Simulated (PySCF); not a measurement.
# 2-acetyl-3-methylthiophene (CC(=O)c1sccc1C, C₇H₈OS)

Molfile (atoms numbered from 1):
```
C7H8OS
     RDKit          3D

 17 17  0  0  0  0  0  0  0  0999 V2000
    2.5170   -0.6916   -0.1282 C   0  0  0  0  0  0  0  0  0  0  0  0
    1.3284    0.1905   -0.4289 C   0  0  0  0  0  0  0  0  0  0  0  0
    1.4637    1.2818   -0.9464 O   0  0  0  0  0  0  0  0  0  0  0  0
   -0.0079   -0.3152   -0.0735 C   0  0  0  0  0  0  0  0  0  0  0  0
   -0.2286   -1.8681    0.6680 S   0  0  0  0  0  0  0  0  0  0  0  0
   -1.9214   -1.6634    0.7252 C   0  0  0  0  0  0  0  0  0  0  0  0
   -2.3103   -0.4567    0.1992 C   0  0  0  0  0  0  0  0  0  0  0  0
   -1.2227    0.3330   -0.2655 C   0  0  0  0  0  0  0  0  0  0  0  0
   -1.3836    1.6849   -0.8795 C   0  0  0  0  0  0  0  0  0  0  0  0
    2.4291   -1.6565   -0.6522 H   0  0  0  0  0  0  0  0  0  0  0  0
    2.5777   -0.9095    0.9498 H   0  0  0  0  0  0  0  0  0  0  0  0
    3.4311   -0.1796   -0.4515 H   0  0  0  0  0  0  0  0  0  0  0  0
   -2.5548   -2.4440    1.1451 H   0  0  0  0  0  0  0  0  0  0  0  0
   -3.3514   -0.1348    0.1432 H   0  0  0  0  0  0  0  0  0  0  0  0
   -0.9661    1.7091   -1.8965 H   0  0  0  0  0  0  0  0  0  0  0  0
   -0.8249    2.4446   -0.3138 H   0  0  0  0  0  0  0  0  0  0  0  0
   -2.4440    1.9700   -0.9174 H   0  0  0  0  0  0  0  0  0  0  0  0
  1  2  1  0
  2  3  2  0
  2  4  1  0
  4  5  1  0
  5  6  1  0
  6  7  2  0
  7  8  1  0
  8  9  1  0
  8  4  2  0
  1 10  1  0
  1 11  1  0
  1 12  1  0
  6 13  1  0
  7 14  1  0
  9 15  1  0
  9 16  1  0
  9 17  1  0
M  END
```

Level of theory: PySCF 2.14.0, quadratic response CAM-B3LYP/aug-cc-pVDZ first hyperpolarisability, Taylor convention, gas phase. Geometry: PBE0-D3(BJ)/def2-SVP.

(1) What is the first hyperpolarisability, and how does it disperse?

(2) Which lowest excitations, dipole and polarisabilities go with it?

## Answers

(1) In 10⁻³⁰ esu, Taylor convention; the vector part is βᵢ = ⅓ Σⱼ (βᵢⱼⱼ + βⱼᵢⱼ + βⱼⱼᵢ); β∥ is 3/5 of the vector part along the dipole, the dipole points from − to +:
| process | λ (nm) | β vector norm | β∥ | β HRS | depolarisation ratio |
| --- | --- | --- | --- | --- | --- |
| static β(0;0,0) | ∞ | 2.51 | 0.43 | 1.12 | 4.06 |
| second harmonic β(−2ω;ω,ω) | 1907 | 2.76 | 0.54 | 1.22 | 4.19 |
| Pockels β(−ω;ω,0) | 1907 | 2.59 | 0.47 | – | – |
| second harmonic β(−2ω;ω,ω) | 1064 | 3.50 | 0.87 | 1.51 | 4.55 |
| Pockels β(−ω;ω,0) | 1064 | 2.78 | 0.55 | – | – |

(2) S1 4.01 eV (f = 0.000); S2 4.85 eV (f = 0.225); S3 5.06 eV (f = 0.099); dipole 2.71 D; isotropic α 105.7 au static, 106.1 au at 1907 nm, 107.1 au at 1064 nm, 107.4 au at 953.5 nm, 112.0 au at 532 nm.
